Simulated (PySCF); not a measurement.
**Molecular orbitals of TaF**

PBE0 at R = 1.824 Å; Ta cc-pVDZ-PP with ECP60, F cc-pVDZ; scalar-relativistic core potentials (PySCF 2.14). State: ⁵Π (quintet), unpaired electrons σ ↑, π ↑, δ ↑↑, a second solution, started from another occupation. Only the outer orbitals are listed, counted within each symmetry, core potentials removing the inner ones.

```json
{"spin": "α", "orbital": "4σ", "occ.": "1", "ε (eV)": "-31.85", "on Ta (%)": "10", "main shells (%)": "90 F s"}
{"spin": "α", "orbital": "5σ", "occ.": "1", "ε (eV)": "-12.69", "on Ta (%)": "16", "main shells (%)": "82 F p, 11 Ta d"}
{"spin": "α", "orbital": "2π", "occ.": "1", "ε (eV)": "-12.20", "on Ta (%)": "12", "main shells (%)": "88 F p, 10 Ta d"}
{"spin": "α", "orbital": "2π", "occ.": "1", "ε (eV)": "-12.00", "on Ta (%)": "12", "main shells (%)": "88 F p, 9 Ta d"}
{"spin": "α", "orbital": "6σ", "occ.": "1", "ε (eV)": "-6.33", "on Ta (%)": "100", "main shells (%)": "81 Ta s, 16 Ta d"}
{"spin": "α", "orbital": "1δ", "occ.": "1", "ε (eV)": "-5.17", "on Ta (%)": "100", "main shells (%)": "100 Ta d"}
{"spin": "α", "orbital": "1δ", "occ.": "1", "ε (eV)": "-5.15", "on Ta (%)": "100", "main shells (%)": "96 Ta d"}
{"spin": "α", "orbital": "3π", "occ.": "1", "ε (eV)": "-4.59", "on Ta (%)": "94", "main shells (%)": "80 Ta d, 13 Ta p"}
{"spin": "α", "orbital": "3π", "occ.": "0", "ε (eV)": "-2.05", "on Ta (%)": "96", "main shells (%)": "69 Ta d, 27 Ta p"}
{"spin": "α", "orbital": "7σ", "occ.": "0", "ε (eV)": "-1.49", "on Ta (%)": "96", "main shells (%)": "46 Ta d, 46 Ta p"}
{"spin": "α", "orbital": "4π", "occ.": "0", "ε (eV)": "-0.51", "on Ta (%)": "97", "main shells (%)": "86 Ta p, 11 Ta d"}
{"spin": "β", "orbital": "1π", "occ.": "1", "ε (eV)": "-39.38", "on Ta (%)": "100", "main shells (%)": "100 Ta p"}
{"spin": "β", "orbital": "1π", "occ.": "1", "ε (eV)": "-38.70", "on Ta (%)": "100", "main shells (%)": "100 Ta p"}
{"spin": "β", "orbital": "4σ", "occ.": "1", "ε (eV)": "-31.75", "on Ta (%)": "11", "main shells (%)": "89 F s"}
{"spin": "β", "orbital": "5σ", "occ.": "1", "ε (eV)": "-12.62", "on Ta (%)": "14", "main shells (%)": "84 F p, 9 Ta d"}
{"spin": "β", "orbital": "2π", "occ.": "1", "ε (eV)": "-12.03", "on Ta (%)": "9", "main shells (%)": "91 F p"}
{"spin": "β", "orbital": "2π", "occ.": "1", "ε (eV)": "-11.81", "on Ta (%)": "8", "main shells (%)": "92 F p"}
{"spin": "β", "orbital": "6σ", "occ.": "0", "ε (eV)": "-2.20", "on Ta (%)": "100", "main shells (%)": "91 Ta s"}
{"spin": "β", "orbital": "3π", "occ.": "0", "ε (eV)": "-0.37", "on Ta (%)": "96", "main shells (%)": "82 Ta d, 14 Ta p"}
{"spin": "β", "orbital": "7σ", "occ.": "0", "ε (eV)": "-0.07", "on Ta (%)": "97", "main shells (%)": "52 Ta d, 44 Ta p"}
```

Q: Which are the highest filled and the lowest empty level, where do they sit, and how wide is the gap?

A: Highest filled α 3π at -4.59 eV (in %: 80 Ta d, 13 Ta p); lowest empty β 6σ at -2.20 eV (in %: 91 Ta s); the gap at PBE0 is 2.39 eV.

The bond order (Mayer) is 1.23, the ⟨S²⟩ is 6.005 and the charge on Ta (Mulliken, basis-dependent) is 0.29. The charge on Ta (Löwdin, basis-dependent) is 0.19 and the dipole moment (positive dipole means Ta(−)F(+)) is -2.05 D.

Spin–orbit coupling is left out.
